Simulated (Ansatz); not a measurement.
Potential energy curve for AlH, singlet.

- RHF/cc-pVTZ (Ansatz, an electronic-structure program)
- RMP2 = MP2 on RHF/cc-pVTZ, frozen core run with Ansatz
- UHF/cc-pVTZ (Ansatz)
- UMP2 = MP2 on UHF/cc-pVTZ, frozen core (Ansatz)
- UCCSD = CCSD on UHF/cc-pVTZ, frozen core (Ansatz)
- UCCSD(T) = CCSD(T) on UHF/cc-pVTZ, frozen core in Ansatz
- RKS-CAM-B3LYP = restricted CAM-B3LYP/cc-pVTZ (Ansatz)
- UKS-CAM-B3LYP = unrestricted CAM-B3LYP/cc-pVTZ run with Ansatz
- RKS-BLYP = restricted BLYP/cc-pVTZ (Ansatz)
- UKS-BLYP = unrestricted BLYP/cc-pVTZ in Ansatz
- RKS-PBE = restricted PBE/cc-pVTZ (Ansatz)
- UKS-PBE = unrestricted PBE/cc-pVTZ (Ansatz)
- FCI = full CI/cc-pVTZ, frozen core (Ansatz)

All curves are set to zero at 1.66 Å and compared with full CI in the same basis at 1.66, 1.68, 1.79, 1.84, 1.93, 2.07, 2.23, 2.47, 2.70, 2.96, 3.32, 3.72, 4.11, 4.44, 5.02, 5.90, 6.59 Å.

Problem. Which method stays most parallel to full CI over these points, and which least?

Solution. UCCSD(T) has the smallest spread and RHF the largest. In order (kcal/mol): UCCSD(T) 2.32, UKS-CAM-B3LYP 2.37, UCCSD 3.49, UKS-PBE 4.02, UKS-BLYP 5.29, UMP2 12.93, RKS-BLYP 18.39, RKS-PBE 20.97, UHF 22.78, RMP2 31.08, RKS-CAM-B3LYP 44.53, RHF 62.17.

Errors against full CI at some of the points (kcal/mol):

```
method         2.07 Å  2.47 Å  3.32 Å  4.11 Å  6.59 Å
-------------  ------  ------  ------  ------  ------
UCCSD(T)          0.1     0.3     2.3     1.4     0.0
UKS-CAM-B3LYP     0.0     0.7     1.4     0.0     0.4
UCCSD             0.2     0.9     3.3     1.3    -0.2
UKS-PBE          -2.3    -3.7    -3.5    -3.8    -3.0
UKS-BLYP         -2.2    -4.0    -5.0    -5.0    -1.3
UMP2             -1.4     3.5     2.2    -4.0    -5.9
RKS-BLYP         -2.2    -4.0    -4.1     1.3    13.5
RKS-PBE          -2.3    -3.7    -2.5     3.9    16.9
UHF               1.5     3.2    -9.6   -17.3   -19.6
RMP2              1.1     2.9    10.6    21.7    27.1
RKS-CAM-B3LYP     0.0     0.7     6.7    18.3    44.5
RHF               1.2     3.3    12.4    27.1    62.2
```

The restricted form behind RHF, RMP2, RKS-CAM-B3LYP, RKS-BLYP, RKS-PBE keeps the bonding electrons paired and can't separate into open-shell fragments. The T1 diagnostic of CCSD on the restricted reference of RMP2 exceeds 0.045 at 2.96 to 6.59 Å. The unrestricted determinant behind UHF, UMP2, UCCSD, UCCSD(T) is spin-contaminated at 1.24 to 1.93, 2.47 to 6.59 Å (<S²> up to 1.0, against 0.00 for a pure singlet). The unrestricted determinant behind UKS-CAM-B3LYP is spin-contaminated at 2.96 to 6.59 Å (<S²> up to 1.0, against 0.00 for a pure singlet). The unrestricted determinant behind UKS-BLYP is spin-contaminated at 3.32 to 6.59 Å (<S²> up to 0.9, against 0.00 for a pure singlet). The unrestricted determinant behind UKS-PBE is spin-contaminated at 3.32 to 6.59 Å (<S²> up to 1.0, against 0.00 for a pure singlet).
